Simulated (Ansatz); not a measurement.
A nudged elastic band was laid between two geometries of ClFH3NSn (7 atoms, charge 0, multiplicity 1).

All numbers below come from Ansatz 0.2.0, RKS BLYP-D4/def2-SVP.

```
movable images  : 7
climbing image  : yes
spring          : 5.0 eV/Å²
optimiser       : quadratic models (default)
start path      : through a guess of the saddle point
force threshold : 0.03 eV/Å
iteration limit : 60
end points      : relaxed
```

Image 0:

```xyz
7
Properties=species:S:1:pos:R:3
N -0.576 1.231 0.295
Sn 0.536 -0.498 0.089
F 1.100 -0.602 -1.795
Cl -0.908 -2.342 0.538
H -1.571 0.966 0.365
H -0.491 1.782 -0.575
H 1.971 -0.606 1.037
```

Image 8:

```xyz
7
Properties=species:S:1:pos:R:3
N -0.606 1.208 0.318
Sn 0.534 -0.500 0.089
F 1.122 -0.595 -1.789
Cl -0.908 -2.350 0.499
H -0.438 1.836 -0.485
H -1.601 0.938 0.266
H 1.957 -0.605 1.056
```

(1) What changes between the two ends?

(2) What energy profile does the band end with?

(3) What is the geometry of the highest image?

(4) What are the harmonic wavenumbers there?

Results:

(1) No bond is made or broken. The height of N1 over the plane of its neighbours goes from -0.45 to 0.44 Å. The two ends are copies of one structure, up to a mirror image or an exchange of like atoms.

(2) It converged. The highest image is number 5 of 0 to 8, 0.116 eV above the ends, which have the same energy within 2 meV. A vibrational analysis at the climbing image gives one clearly imaginary mode, 435i cm⁻¹: a first-order saddle point.

| image | path coordinate (Å) | energy (eV) | height of N1 over the plane of its neighbours (Å) |
| --- | --- | --- | --- |
| 0 | 0.00 | 0.000 | -0.45 |
| 1 | 0.52 | 0.003 | -0.45 |
| 2 | 1.04 | 0.008 | -0.43 |
| 3 | 1.55 | 0.015 | -0.42 |
| 4 | 2.07 | 0.030 | -0.41 |
| 5 | 2.59 | 0.116 | -0.03 |
| 6 | 3.04 | 0.016 | 0.39 |
| 7 | 3.50 | 0.003 | 0.43 |
| 8 | 3.95 | 0.000 | 0.44 |

(3) 
```xyz
7
Properties=species:S:1:pos:R:3
N -0.662 1.096 0.070
Sn 0.505 -0.541 0.049
F 1.388 -0.686 -1.701
Cl -0.909 -2.449 0.087
H -0.424 1.943 0.586
H -1.574 1.116 -0.388
H 1.739 -0.547 1.250
```

(4) 435i, 78, 150, 174, 196, 359, 495, 557, 597, 630, 721, 1434, 1868, 3488, 3612 cm⁻¹.

Run time: 8 min on 1 thread of Arm Neoverse N1, with other jobs on the host, peak memory 0.14 GiB.
